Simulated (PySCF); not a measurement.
**Finite-field polarisability of Mg (magnesium, neutral)**

[Ne] 3s2, closed-shell 1S. Calculation: PySCF 2.14, in dyall-av2z (14s10p4d, 64 functions); no relativity, point nucleus. Frozen: [Ne]. Energy changes in a uniform field (μhartree):

| axis | F (au) | HF | MP2 | CCSD | CCSD(T) |
| --- | --- | --- | --- | --- | --- |
| x | 0.0016 | -104.365 | -97.287 | -95.252 | -95.252 |
| x | 0.0032 | -417.792 | -389.450 | -381.257 | -381.257 |

Q: Derive α along x at CCSD(T) from the two fields.

A: With ΔE = −αF²/2 − γF⁴/24, α = −(16 ΔE(F) − ΔE(2F))/(6F²) = 74.40 bohr³.

Q: And the mean polarisability at each level?

A: HF 81.51, MP2 75.99, CCSD 74.40, CCSD(T) 74.40 bohr³. Reference: 71.2 ± 0.4 bohr³ (recommended; Schwerdtfeger and Nagle, table of static dipole polarizabilities (2023 update)).

A double-zeta set is small for polarisabilities.
